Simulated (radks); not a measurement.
All-electron atom: the potassium ion K3+ in [Ne] 3s1 3p4 4s1 (not the ground configuration). Method: Dirac Kohn-Sham, XLYP, spin-unpolarised, spherical densities, finite nucleus; open shells fill j = l - 1/2 first; Fermi nuclear charge, rms radius 3.4349 fm; computed with a radial shooting solver on a logarithmic mesh with Libxc functionals.

Normalised radial functions P(r) = r R(r) (large component), r in bohr:

r           2s1/2    3s1/2    3p1/2
0.008395   0.3382   0.1276   0.0058
0.01093    0.4177   0.1575   0.0095
0.01412    0.5046   0.1902   0.0151
0.01824    0.5974   0.2251   0.0238
0.02375    0.6909   0.2599   0.0379
0.03068    0.7651   0.2872   0.0587
0.03963    0.8019   0.2998   0.0894
0.0516     0.7706   0.2857   0.1348
0.06666    0.6392   0.2324   0.1946
0.08611    0.3790   0.1289   0.2704
0.1121    -0.0345  -0.0333   0.3598
0.1448    -0.5456  -0.2286   0.4431
0.1871    -1.0799  -0.4192   0.4968
0.2436    -1.5144  -0.5375   0.4819
0.3147    -1.6828  -0.4954   0.3599
0.4065    -1.5375  -0.2499   0.1120
0.5293    -1.1282   0.1851  -0.2512
0.6838    -0.6571   0.6514  -0.6254
0.8832    -0.2887   0.9748  -0.9007
1.141     -0.0897   1.0140  -0.9672
1.486     -0.0170   0.7697  -0.7956
1.919     -0.0019   0.4313  -0.5032
2.479     -0.0001   0.1706  -0.2354
3.228     0.0000   0.0420  -0.0731
4.17      0.0000   0.0063  -0.0147
5.386     0.0000   0.0005  -0.0016
7.014     0.0000   0.0000  -0.0001
9.06      0.0000   0.0000  0.0000

2s1/2: eigenvalue -406.76 eV, 1 radial node at r = 0.110 bohr, <r> = 0.387 bohr, 90 % of the charge inside 0.603 bohr. 3s1/2: eigenvalue -79.610 eV, 2 radial nodes at r = 0.107, 0.478 bohr, <r> = 1.17 bohr, 90 % of the charge inside 1.74 bohr. 3p1/2: eigenvalue -61.898 eV, 1 radial node at r = 0.444 bohr, <r> = 1.25 bohr, 90 % of the charge inside 1.89 bohr.
